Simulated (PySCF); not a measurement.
A structure optimised at PBE0-D3(BJ)/def2-SVP, used in a PySCF frequency run:

```xyz
8

In     0.0681    -0.1632    -0.2702
Br     1.4883     1.8229    -0.4963
Br    -1.4037    -0.5167     1.6805
O      0.0901    -1.5489    -1.6826
C     -0.7059    -2.7019    -1.6375
H     -1.4130    -2.7124    -2.4869
H     -0.0692    -3.6011    -1.7205
H     -1.3023    -2.8051    -0.7111
```
Charge 0, spin multiplicity 1.

Task: Write its SMILES and formula.

Result: C[O][In]([Br])[Br], CH3Br2InO

Task: What are its rotational constants (standard atomic weights)?

Result: 1.4280, 0.65118, 0.44851 GHz
